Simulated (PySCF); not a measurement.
PySCF input file for C₄H₃N₂, SMILES [c]1cncnc1, multiplicity 2, PBE/pcH-1. The structure is a stationary point at PBE-D3(BJ)/def2-SVP. The isomer is the one that the SMILES or the coordinates give; other isomers of the formula were not compared.

```python
import numpy as np
from pyscf import gto, scf, dft
from pyscf.prop.hfc import uks as hfc

mol = gto.M(
    atom='''
    C    -0.00000000    0.00000001    1.37529101
    C     0.00000000    1.21010339    0.69673604
    N     0.00000000    1.20399095   -0.65610088
    C     0.00000000   -0.00000001   -1.24616519
    N    -0.00000000   -1.20399096   -0.65610086
    C    -0.00000000   -1.21010338    0.69673606
    H    -0.00000001    2.19252631    1.20099599
    H    -0.00000000   -0.00000003   -2.35216736
    H     0.00000001   -2.19252628    1.20099602
    ''',
    basis='pcH-1',
    charge=0,
    spin=1,
    max_memory=1600,
    verbose=3,
)
mf = dft.UKS(mol, xc='pbe').density_fit(auxbasis='def2-universal-jkfit')
mf.grids.level = 3
mf.conv_tol = 1e-10
mf.max_cycle = 100
mf.kernel()
fine, coarse = mf.grids, dft.Grids(mol).set(level=1).build(with_non0tab=True)
for _ in range(3):  # follow internal instabilities
    mf.grids = coarse
    mo, _, stable, _ = mf.stability(return_status=True, nroots=4)
    mf.grids = fine
    if stable:
        break
    mf.kernel(mf.make_rdm1(mo, mf.mo_occ))
A = hfc.HFC(mf).make_fcdip(mf.make_rdm1())  # Fermi contact and dipolar terms, MHz
print('atom   A(iso)/MHz   principal dipolar parts/MHz')
for i, a in enumerate(A):
    w = np.linalg.eigvalsh((a + a.T) / 2)
    print(f'{mol.atom_symbol(i):2s}{i + 1:3d} {w.mean():12.2f}', (w - w.mean()).round(2))
```

Program output:

```

WARN: HOMO -0.227701692594913 >= LUMO -0.227701692594906

converged SCF energy = -263.332543489615  <S^2> = 0.75576117  2S+1 = 2.0057529
<class 'pyscf.df.df_jk.DFUKS'> wavefunction is stable in the internal stability analysis
atom   A(iso)/MHz   principal dipolar parts/MHz
C   1       343.29 [-72.47 -58.62 131.08]
C   2         9.54 [-12.9   -2.25  15.15]
N   3        -1.13 [-5.96 -4.15 10.11]
C   4        11.84 [-6.4   2.89  3.51]
N   5        -1.13 [-5.96 -4.15 10.11]
C   6         9.54 [-12.9   -2.25  15.15]
H   7        21.99 [-6.19 -4.2  10.39]
H   8        31.15 [-2.33 -0.05  2.38]
H   9        21.99 [-6.19 -4.2  10.39]
```

Self-consistency was reached.
